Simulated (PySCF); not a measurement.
ZnCl, SMILES [Cl][Zn+], charge +1. Geometry optimised at PBE0-D3(BJ)/def2-TZVP. The multiplicity is an assumed one; other spin states were not compared.

Method: PBE0-D3(BJ)/def2-TZVP (PySCF).

Harmonic wavenumbers (cm⁻¹): 460. Rotational constants (GHz): 5.210 (linear); symmetry number 1.

Q: Work out the zero-point energy and the ideal-gas rigid-rotor harmonic-oscillator thermochemistry at 298.15 K and 1 atm.

A: ZPE = ½ Σ hcν = ½ × 460 cm⁻¹ = 2.75 kJ/mol. H − E(el) = 12.10 kJ/mol. Entropy in J/(mol K): translation 166.28, rotation 67.21, vibration 3.20, total 236.70. G − E(el) = -58.47 kJ/mol. Cp = 34.70 J/(mol K).
